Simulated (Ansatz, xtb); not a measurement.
Two isomers of C2H6N2Si3

Structure I is `N#C[SiH2][Si@@H]([SiH3])C#N`, a singlet and structure II is `N#C[Si]([SiH3])([SiH3])C#N`, a singlet. Both are isolated molecules in the gas phase, relaxed with PBE-D3(BJ)/def2-SVP, each in the lowest conformer that the search found.

I (Å):

```csv
atom,x (Å),y (Å),z (Å)
C,-2.3564,0.9786,-0.0364
C,2.1841,0.7078,1.7877
N,-3.1555,0.5630,-0.7899
N,3.0790,1.1777,2.3866
Si,-1.0137,1.5615,1.1154
Si,0.7562,0.0354,0.8003
Si,1.3624,-0.0504,-1.4744
H,-1.5606,1.5659,2.5114
H,-0.6107,2.9412,0.6873
H,0.3963,-1.3060,1.3736
H,2.5359,-0.9703,-1.6535
H,1.7175,1.3421,-1.9120
H,0.1757,-0.5509,-2.2476
```

II (Å):

```xyz
13

C    -1.8441   -1.5611   -0.8469
C    -1.6583    1.3574   -0.2446
N    -2.4563   -2.4248   -1.3558
N    -2.1483    2.4190   -0.3560
Si   -0.7962   -0.2738   -0.0076
Si   -0.7188   -0.7545    2.2983
Si    1.2954   -0.1839   -1.0897
H    -0.0542   -2.0915    2.4642
H    -2.1133   -0.7796    2.8519
H     0.0996    0.3170    2.9611
H     1.9558   -1.5225   -0.9191
H     1.0948    0.1303   -2.5432
H     2.1109    0.8853   -0.4199
```

Quicker runs give these differences E(II) − E(I): GFN2-xTB +0.017 eV; HF/STO-3G +0.061 eV (at GFN2-xTB geometries); r2SCAN-D4/def2-SVP +0.055 eV (at GFN2-xTB geometries).

Task: Estimate E(II) − E(I) at the level CCSD(T)/def2-SVP + ΔMP2/def2-TZVPP.

Result: Not settled: CCSD(T)/def2-SVP + ΔMP2/def2-TZVPP gives E(II) − E(I) = +0.045 eV, but this leans on the basis-set step: CCSD(T) alone gives +0.031 eV.

The same difference at several levels:

```json
{"level": "GFN2-xTB", "geometry": "GFN2-xTB", "E(II) − E(I) (eV)": "+0.017", "departure from the last row (eV)": "−0.028", "job, with rough time for the two": "optimisation, 0.53 s"}
{"level": "HF/STO-3G", "geometry": "GFN2-xTB", "E(II) − E(I) (eV)": "+0.061", "departure from the last row (eV)": "+0.015", "job, with rough time for the two": "single point, 0.92 s"}
{"level": "r2SCAN-D4/def2-SVP", "geometry": "GFN2-xTB", "E(II) − E(I) (eV)": "+0.055", "departure from the last row (eV)": "+0.010", "job, with rough time for the two": "single point, 5.4 s"}
{"level": "PBE-D3(BJ)/def2-SVP", "geometry": "PBE-D3(BJ)/def2-SVP", "E(II) − E(I) (eV)": "+0.045", "departure from the last row (eV)": "0.000", "job, with rough time for the two": "optimisation, 44 s"}
{"level": "HF/def2-SVP", "geometry": "PBE-D3(BJ)/def2-SVP", "E(II) − E(I) (eV)": "+0.066", "departure from the last row (eV)": "+0.020", "job, with rough time for the two": "part of the CCSD(T) run"}
{"level": "MP2/def2-SVP", "geometry": "PBE-D3(BJ)/def2-SVP", "E(II) − E(I) (eV)": "+0.019", "departure from the last row (eV)": "−0.026", "job, with rough time for the two": "part of the CCSD(T) run"}
{"level": "CCSD(T)/def2-SVP", "geometry": "PBE-D3(BJ)/def2-SVP", "E(II) − E(I) (eV)": "+0.031", "departure from the last row (eV)": "−0.014", "job, with rough time for the two": "single point"}
{"level": "CCSD(T)/def2-SVP + ΔMP2/def2-TZVPP", "geometry": "PBE-D3(BJ)/def2-SVP", "E(II) − E(I) (eV)": "+0.045", "departure from the last row (eV)": "", "job, with rough time for the two": "single point, 87 s"}
```

As drawn, both hold the same kinds of bond in the same numbers.

GFN2-xTB, MP2/def2-SVP find them nearly level. The largest departure from CCSD(T)/def2-SVP + ΔMP2/def2-TZVPP is that of GFN2-xTB, 0.028 eV. The last row adds to CCSD(T) the change of the MP2 difference between the two basis sets, here +0.014 eV.

With thermal terms from frequencies at re-optimised GFN2-xTB minima (ideal gas, soft modes damped towards free rotors, one conformer each, 298.15 K, 1 atm): the zero-point term adds −0.006 eV; ΔH is +0.051 and ΔG +0.040 eV.

The correlated steps freeze 19 core orbitals. Mirror images aren't counted in ΔG. Run with Ansatz 0.2.0, xtb 6.7.1; the last row on 2 threads of Intel(R) Xeon(R) Platinum 8259CL CPU @ 2.50GHz (Skylake/Cascade Lake) on a shared host.
